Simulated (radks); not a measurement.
Values are calculated unless marked as measured or tabulated.
Question: Ionisation of the lithium ion Li+, [He], to 1s1 as the strength of local exchange is varied. Code: a radial shooting solver on a logarithmic mesh with Libxc functionals. Model: scalar-relativistic Kohn-Sham, Slater X-alpha exchange (alpha = 2/3 is LDA exchange), no correlation, spin-polarised, spherical densities, finite nucleus; Fermi nuclear charge, rms radius 2.444 fm.

| alpha | E(Li+) (hartree) | exchange (hartree) | IE (eV) | -e of the level emptied (eV) | <r> of it (bohr) |
|---|---|---|---|---|---|
| 0.609 | -6.88973 | -1.25771 | 70.453 | 55.945 (1s) | 0.5941 |
| 0.667 | -7.01012 | -1.39137 | 71.868 | 57.740 (1s) | 0.5876 |
| 0.729 | -7.14014 | -1.53691 | 73.398 | 59.688 (1s) | 0.5808 |
| 0.74 | -7.16335 | -1.56301 | 73.671 | 60.038 (1s) | 0.5796 |
| 0.818 | -7.32919 | -1.75063 | 75.628 | 62.541 (1s) | 0.5713 |
| 0.87 | -7.44097 | -1.87813 | 76.948 | 64.238 (1s) | 0.5659 |
| 0.91 | -7.52760 | -1.97752 | 77.973 | 65.558 (1s) | 0.5618 |
| x | -7.69159 | -2.16696 | 79.916 | 68.069 (1s) | 0.5544 |

Which alpha was used in the last row?

Answer: alpha = 0.985. NIST Atomic Spectra Database: 75.640 eV (theoretical). The Delta-SCF value meets it near alpha = 0.82.
